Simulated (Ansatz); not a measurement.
Consider the hydrogenolysis of the Si–C bond: `C[Si](F)([SiH3])[SiH3]` + H₂ → `F[SiH]([SiH3])[SiH3]` + CH₄.

Isolated molecules relaxed with PBE0-D4/def2-TZVP in Ansatz; ΔE leaves out vibrations. CCSD(T)/CBS is the MP2 limit (def2-TZVPP, def2-QZVPP) plus CCSD(T) − MP2 in def2-TZVPP, frozen cores. This one scheme is used for every species. Functionals use def2-TZVPP. B3LYP here is the variant with VWN-RPA as its local correlation; programs differ in this.

Problem. Is it downhill or uphill in electronic energy at CCSD(T)/CBS, and by how much? (An estimate is asked.)

Solution. The calculation gave: Downhill: ΔE = -19.2 kJ/mol.

Problem. What do these levels give: PBE-D4, B3LYP-D4, ωB97X-V, B2PLYP, PBE0, HF/def2-TZVPP, SCS-MP2/def2-TZVPP, CCSD/def2-TZVPP, CCSD(T)/def2-TZVPP, MP2/def2-QZVPP, HF/CBS(def2), CCSD/CBS(def2)? (Estimate.)

Solution. The calculation gave: PBE-D4 -16.0, B3LYP-D4 -21.4, ωB97X-V -21.5, B2PLYP -26.9, PBE0 -25.4, HF/def2-TZVPP -45.6, SCS-MP2/def2-TZVPP -22.9, CCSD/def2-TZVPP -26.0, CCSD(T)/def2-TZVPP -21.4, MP2/def2-QZVPP -14.8, HF/CBS(def2) -45.8, CCSD/CBS(def2) -23.9 kJ/mol.

Largest T1 diagnostic among the species: 0.013.

The D4 term adds +11.2 kJ/mol with B3LYP and +6.4 kJ/mol with PBE0; it sums over pairs of atoms, weighted by their polarisabilities, and B3LYP, whose exchange is more repulsive, gets the larger term. In def2-TZVPP, CCSD(T) changes the Hartree–Fock value by +24.3 kJ/mol (the triples alone add +4.6 kJ/mol) and MP2 by +29.6 kJ/mol.
